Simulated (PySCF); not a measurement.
C4F6, SMILES FC(C(=C(F)F)F)=C(F)F. Atoms are numbered in the order given.

```xyz
10

F     -1.3374     2.1906     0.0000
C     -0.0684     1.8658     0.0000
F      0.7167     2.9165     0.0000
C      0.4024     0.6129     0.0000
F      1.7296     0.4394     0.0000
C     -0.4024    -0.6129     0.0000
F     -1.7296    -0.4394     0.0000
C      0.0684    -1.8658     0.0000
F      1.3374    -2.1906     0.0000
F     -0.7167    -2.9165     0.0000
```

The structure is a stationary point at ωB97X-D3(BJ)/def2-SVP. A frequency run showed that this geometry is not a minimum. Other conformers were not sampled.

Two levels are set side by side: PBE/pcSseg-1 (PySCF) and B3LYP/pcSseg-1 (PySCF). GIAO shifts against CFCl3 (¹⁹F), TMS (¹³C) at the same level; non-relativistic, no solvent, atoms listed together averaged. Differences are taken from unrounded values.

| quantity | B3LYP |
|---|---|
| δ(¹³C) of C2, C8 (ppm) | 166.3 |
| δ(¹³C) of C4, C6 (ppm) | 132.0 |
| δ(¹⁹F) of F5, F7 (ppm) | -220.6 |

Task: What does PBE give, and how far is it from B3LYP? (Estimate from the structure and the level; the computed values follow.)

Result: 
```json
[
 {"quantity": "δ(¹³C) of C2, C8 (ppm)", "PBE": "163.8", "PBE minus B3LYP": "-2.5"},
 {"quantity": "δ(¹³C) of C4, C6 (ppm)", "PBE": "130.4", "PBE minus B3LYP": "-1.6"},
 {"quantity": "δ(¹⁹F) of F5, F7 (ppm)", "PBE": "-236.0", "PBE minus B3LYP": "-15.4"}
]
```

Rough cost on one machine, each run with all the roots and properties that it gave: B3LYP against PBE within a factor of 2.
